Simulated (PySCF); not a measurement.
Input of a run (PBE0-D3(BJ)/def2-SVP geometry optimisation, gas phase (PySCF 2.14.0)), started from GFN2-xTB:
```
{"job": {"xc": "PBE0", "basis": "def2-SVP", "d3": "d3bj", "grid": 1, "kind": "geom"}, "charge": 0, "multiplicity": 1}
C     -2.596093    -1.209960    -0.076872
C     -1.836889     0.105474    -0.215815
C     -2.635556     1.279211     0.340280
O     -0.621225    -0.023832     0.484244
Si     0.803172     0.700158     0.227923
C      2.043730    -0.131538     1.395917
C      3.052568    -0.742517     0.472683
C      2.906778    -0.599570    -0.832967
C      1.733139     0.176748    -1.355756
H     -2.801510    -1.403820     0.972522
H     -3.533075    -1.165767    -0.624748
H     -1.993350    -2.025874    -0.466796
H     -1.620728     0.291505    -1.276998
H     -3.574775     1.380715    -0.196290
H     -2.063255     2.196809     0.235713
H     -2.841624     1.116773     1.394989
H      0.722904     2.163917     0.339247
H      2.537641     0.578721     2.058464
H      1.604303    -0.899035     2.033644
H      3.876832    -1.293334     0.904783
H      3.600553    -1.024268    -1.545683
H      2.090116     1.010993    -1.961615
H      1.141593    -0.454525    -2.023852
```

Output (energies in Eh, forces in Eh/bohr):
```
step   0  E = -639.05392053  max force = 0.036288
step   1  E = -639.05929991  max force = 0.002953
step   2  E = -639.05950364  max force = 0.001427
step   3  E = -639.05955070  max force = 0.000741
step   4  E = -639.05957226  max force = 0.001104
step   5  E = -639.05959254  max force = 0.000951
step   6  E = -639.05961736  max force = 0.000932
step   7  E = -639.05964555  max force = 0.000753
step   8  E = -639.05966476  max force = 0.001055
step   9  E = -639.05969733  max force = 0.000777
step  10  E = -639.05972848  max force = 0.000513
step  11  E = -639.05974683  max force = 0.000431
step  12  E = -639.05975387  max force = 0.000333
optimisation converged
```

Task: Summarise the run.

Result: The energy falls by 15.3 kJ/mol over 13 energy and gradient evaluations, the largest force component goes from 0.0363 to 3.3e-04 Eh/bohr, and the atoms move by 0.342 Å rms after alignment. The bond that changes most is O4–Si5 (silyl ether oxygen to oxygen-bound silicon), which lengthens by 0.049 Å. Bonds longer at the end by more than 0.005 Å: 19 of 23; shorter: 4. Among the angles that change most is C2–O4–Si5, from 129.8° to 124.4°. Among the dihedrals that turn most is C1–C2–O4–Si5, from 152° to 134°. The energy never rose by more than 1e-6 Eh on the way. The first step brought 92 % of the lowering.

Task: What are the final bond lengths?

Result: C1–C2 1.517 Å, C2–C3 1.518 Å, C2–O4 1.416 Å, O4–Si5 1.668 Å, Si5–C6 1.884 Å, C6–C7 1.507 Å, C7=C8 1.342 Å, C8–C9 1.507 Å, Si5–C9 1.895 Å, C1–H10 1.101 Å, C1–H11 1.100 Å, C1–H12 1.100 Å, C2–H13 1.110 Å, C3–H14 1.101 Å, C3–H15 1.100 Å, C3–H16 1.101 Å, Si5–H17 1.498 Å, C6–H18 1.104 Å, C6–H19 1.103 Å, C7–H20 1.096 Å, C8–H21 1.096 Å, C9–H22 1.105 Å, C9–H23 1.104 Å. Numbering counts from 1 in the input's order; the species is `O(C(C)C)[SiH]1CC=CC1`.

The run used 200 basis functions and 88 SCF cycles in all.

No PBE0-D3(BJ)/def2-SVP frequencies stand behind this structure, so it isn't proved a minimum. One conformer, not necessarily the lowest.
